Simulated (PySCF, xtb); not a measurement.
2-fluoropenta-1,4-diene (C5H7F), SMILES C=CCC(F)=C.

xtb with GFN2-xTB at its own geometry gives an orbital gap of 5.03 eV and a dipole moment of 2.05 D.

Coordinates come from a PBE0-D3(BJ)/def2-SVP optimisation. One conformer was computed; it need not be the lowest.

What does PBE/def2-TZVP (PySCF) give? (The exact figures need the calculation; the answer reports its results.)

gap 4.99 eV (levels -6.16 and -1.17 eV), dipole 1.30 D.
